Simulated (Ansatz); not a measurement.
Ansatz (an electronic-structure program) input (B3LYP-D3(BJ)/def2-TZVP):

Ansatz 0.2 input:
```yaml
crystal:
  periodic: [false, false, false]
  atoms:
    - {symbol: Si, position_ang: [-0.75446532, -0.31052875, -0.30269287]}
    - {symbol: Cl, position_ang: [-1.48370279, -0.98735944, 1.46960902]}
    - {symbol: Cl, position_ang: [-1.55267021, 1.49136413, -0.79997232]}
    - {symbol: N, position_ang: [0.92514030, -0.02094436, -0.03778602]}
    - {symbol: H, position_ang: [1.49293951, -0.72212724, 0.41027921]}
    - {symbol: H, position_ang: [1.45852214, 0.50318015, -0.71243912]}
basis:
  gaussian:
    orbitals: def2-TZVP
hamiltonian:
  xc: b3lyp
  dispersion: d3bj
magnetization: {spin_polarized: true, initial_magnetization: 1}
relax: {f_tol: 0.002, max_steps: 150}
```

End of the output:

```
1030 factors; their error is unknown
mean field: 0.97 GiB planned
mean field -34451.00548791 eV, -1266.0510999503 hartree, gradient 8.6e-6 eV, S^2 0.752476; 0 other end points of the search recorded, 0 dependent functions left out
the calculation of the forces begins
reference -34451.00573924 eV, -1266.0511091868 hartree; 29, 28 occupied and 125, 126 virtual orbitals, 1030 factors
relax step   5: F+E_penalty+E_count = -34451.33374612 eV  Δ(F+E_penalty+E_count) = -1.716e-4 eV  max|allowed force component| = 8.586e-2 eV/Å  Δτ_max = 0.0138 Å  (35 SCF iters, accepted)
these checks for a lower state are left out or cut short: starts, cluster_reference, orbital_swaps, neighbouring_geometries, increment
integrals: 0.08 GiB planned
1030 factors; their error is unknown
mean field: 0.97 GiB planned
mean field -34451.00569390 eV, -1266.0511075204 hartree, gradient 8.4e-6 eV, S^2 0.752452; 0 other end points of the search recorded, 0 dependent functions left out
the calculation of the forces begins
reference -34451.00594523 eV, -1266.0511167566 hartree; 29, 28 occupied and 125, 126 virtual orbitals, 1030 factors
relax step   6: F+E_penalty+E_count = -34451.33405811 eV  Δ(F+E_penalty+E_count) = -3.120e-4 eV  max|allowed force component| = 1.264e-2 eV/Å  Δτ_max = 0.0045 Å  (37 SCF iters, accepted)
these checks for a lower state are left out or cut short: starts, cluster_reference, orbital_swaps, neighbouring_geometries, increment
integrals: 0.08 GiB planned
1030 factors; their error is unknown
mean field: 0.97 GiB planned
mean field -34451.00573674 eV, -1266.0511090949 hartree, gradient 1.8e-5 eV, S^2 0.752452; 0 other end points of the search recorded, 0 dependent functions left out
the calculation of the forces begins
reference -34451.00598807 eV, -1266.0511183312 hartree; 29, 28 occupied and 125, 126 virtual orbitals, 1030 factors
relax step   7: F+E_penalty+E_count = -34451.33406493 eV  Δ(F+E_penalty+E_count) = -6.819e-6 eV  max|allowed force component| = 5.201e-3 eV/Å  Δτ_max = 0.0012 Å  (26 SCF iters, accepted)
these checks for a lower state are left out or cut short: starts, cluster_reference, orbital_swaps, neighbouring_geometries, increment
integrals: 0.08 GiB planned
1030 factors; their error is unknown
mean field: 0.97 GiB planned
mean field evaluation 64: about -34451.0057 eV, gradient 4.9e-5 eV
mean field -34451.00573296 eV, -1266.0511089558 hartree, gradient 4.9e-5 eV, S^2 0.752452; 0 other end points of the search recorded, 0 dependent functions left out
the calculation of the forces begins
reference -34451.00598428 eV, -1266.0511181918 hartree; 29, 28 occupied and 125, 126 virtual orbitals, 1030 factors
relax step   8: F+E_penalty+E_count = -34451.33406622 eV  Δ(F+E_penalty+E_count) = -1.293e-6 eV  max|allowed force component| = 1.761e-3 eV/Å  Δτ_max = 0.0004 Å  (23 SCF iters, accepted)
integrals: 0.08 GiB planned
1030 factors; their error is unknown
mean field: 0.97 GiB planned
mean field -34451.00573296 eV, -1266.0511089558 hartree, gradient 4.9e-5 eV, S^2 0.752452; 1 other end points of the search recorded, 0 dependent functions left out
the calculation of the forces begins
reference -34451.00598428 eV, -1266.0511181918 hartree; 29, 28 occupied and 125, 126 virtual orbitals, 1030 factors
Total energy: -34451.33431755 eV, -1266.0631842168 hartree
Atom 0 at    -0.737904    -0.307102    -0.299576 Å, force    -0.001761    -0.000199     0.000193 eV/Å
Atom 1 at    -1.501038    -1.011652     1.498557 Å, force     0.000687    -0.000109    -0.000278 eV/Å
Atom 2 at    -1.571731     1.521743    -0.821201 Å, force     0.000696    -0.000165    -0.000195 eV/Å
Atom 3 at     0.933193    -0.040357    -0.059112 Å, force     0.000713     0.000363     0.000269 eV/Å
Atom 4 at     1.498873    -0.723690     0.421367 Å, force    -0.000283    -0.000435     0.000390 eV/Å
Atom 5 at     1.464371     0.514641    -0.713037 Å, force    -0.000053     0.000546    -0.000378 eV/Å
Dipole moment:     0.540836    -0.137153    -0.166236 e Å
```

It need not be the lowest isomer of its formula.
